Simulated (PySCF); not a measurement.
# Electron correlation in Zn⁺ (zinc, charge +1)

[Ar] 3d10 4s1, 2S determinant. Calculation: PySCF 2.14, in cc-pVDZ-DK; scalar relativity by spin-free X2C-1e. Frozen: [Ar]; 11 electrons correlated.

MP2 pair energies summed by pair of shells (mhartree):

```json
{"pair": "3d-3d", "energy": "-380.96", "share (%)": "94.4"}
{"pair": "3d-4s", "energy": "-22.61", "share (%)": "5.6"}
```

Total MP2 correlation energy: -403.56 mhartree.

Same-spin part -154.84 and opposite-spin part -248.73 mhartree; SCS-MP2 scales them by 1/3 and 6/5 to -350.08 mhartree.

| level | correlation energy (mhartree) |
| --- | --- |
| CCSD | -363.88 |
| (T) | -5.50 |
| CCSD(T) | -369.38 |

Diagnostics: T1 = 0.011, D1 = 0.0264, largest double amplitude 0.019.

Cost of the coupled-cluster step: 1.3 s of wall time on 1 thread of Neoverse-V1 (shared host), for 11 correlated electrons.
